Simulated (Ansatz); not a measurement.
Two members of one family (Series Ta(NH)X3), computed with Ansatz in the gas phase; def2 core potentials for Ta, no spin–orbit coupling. The two geometries come from different levels. A negative affinity means that the extra electron isn't bound at that geometry and level; within about 0.2 eV of zero the sign isn't settled. Binding counts from free atoms in the multiplicity of their measured ground term, without zero-point energy. Names give formal oxidation states. A dash marks a value that wasn't run or was left out as unsound. The structures are stationary points that may keep the symmetry of their start. Remarks come from the PBE and PBE0 runs and from stability tests at other levels; not every state was tested. A HOMO above zero means that the electron is unbound at that level and held by the basis, or that self-interaction error raises the level; the energy of removing that electron tells which. HOMO above LUMO (over both spins in singlets and doublets, within one spin in higher multiplets; at PBE or PBE0), or a gap under 0.15 eV within one spin, warns that the state may not be the lowest or that an electron is smeared out.

First: Ta(NH)(OH)3 (singlet, charge 0, PBE0-D4/def2-SVP geometry).

```xyz
9

Ta    0.110   -0.206    0.002
N    -0.737    1.348   -0.019
H    -1.219    2.237   -0.031
O    -1.011   -1.544   -0.783
H    -1.891   -1.538   -1.164
O     0.512   -0.676    1.812
H     0.355   -0.249    2.658
O     1.732   -0.047   -1.000
H     2.148    0.674   -1.475
```

```json
{"level": "PBE-D4/def2-SVP", "HOMO (eV)": "-6.20", "LUMO (eV)": "-0.53", "gap (eV)": "5.67", "vertical EA (eV)": "–", "vertical triplet (eV)": "–", "binding per atom (eV)": "4.60"}
{"level": "PBE-D4/def2-TZVPD", "HOMO (eV)": "-6.38", "LUMO (eV)": "-1.02", "gap (eV)": "5.36", "vertical EA (eV)": "-0.42", "vertical triplet (eV)": "–", "binding per atom (eV)": "4.60"}
{"level": "r2SCAN-D4/def2-TZVP", "HOMO (eV)": "-6.55", "LUMO (eV)": "-0.29", "gap (eV)": "6.26", "vertical EA (eV)": "–", "vertical triplet (eV)": "5.50", "binding per atom (eV)": "4.46"}
{"level": "PBE0-D4/def2-TZVP", "HOMO (eV)": "-7.64", "LUMO (eV)": "0.02", "gap (eV)": "7.66", "vertical EA (eV)": "–", "vertical triplet (eV)": "5.37", "binding per atom (eV)": "4.39"}
{"level": "PBE0-D4/def2-TZVPD", "HOMO (eV)": "-7.72", "LUMO (eV)": "-0.37", "gap (eV)": "7.34", "vertical EA (eV)": "-0.60", "vertical triplet (eV)": "–", "binding per atom (eV)": "4.39"}
```

Metal–donor distances: 1 × N 1.77 Å, 3 × O 1.91 Å. Remarks: HOMO above zero (-1 doublet), gap within one spin near zero at PBE or PBE0 (triplet).

Second: Ta(NH)(OSiH3)3 (singlet, charge 0, PBE-D4/def2-SVP geometry).

Cartesian coordinates in Å:
```
Ta -0.0902 -0.0171 -0.0487
N -1.6236 -0.2296 -0.9390
H -2.4992 -0.3523 -1.4473
O -0.3033 1.4458 1.1881
Si -1.1329 2.7102 1.9324
H -2.5756 2.7126 1.5025
H -0.4911 4.0145 1.5441
H -1.0493 2.5374 3.4239
O 1.3036 0.3713 -1.3222
Si 1.9442 0.6416 -2.8574
H 0.8606 0.5491 -3.8965
H 2.9989 -0.3927 -3.1354
H 2.5634 2.0103 -2.8942
O 0.2953 -1.6526 0.8969
Si 0.0080 -3.2363 1.3990
H -1.2629 -3.7538 0.7832
H -0.1086 -3.2599 2.8979
H 1.1626 -4.0987 0.9727
```

Task: Estimate the same table for the second.

Result: 
```tsv
level	HOMO (eV)	LUMO (eV)	gap (eV)	vertical EA (eV)	vertical triplet (eV)	binding per atom (eV)
PBE-D4/def2-SVP	-6.21	-1.14	5.08	–	–	3.94
PBE-D4/def2-TZVPD	-6.32	-1.44	4.88	-0.09	–	3.95
r2SCAN-D4/def2-TZVP	-6.54	-1.05	5.49	–	5.00	3.93
PBE0-D4/def2-TZVP	-7.59	-0.51	7.08	–	4.89	3.86
PBE0-D4/def2-TZVPD	-7.63	-0.68	6.95	-0.39	–	3.86
```

Metal–donor distances: 1 × N 1.79 Å, 3 × O 1.93 Å. Remarks: HOMO above zero (-1 doublet), gap within one spin near zero at PBE or PBE0 (triplet).
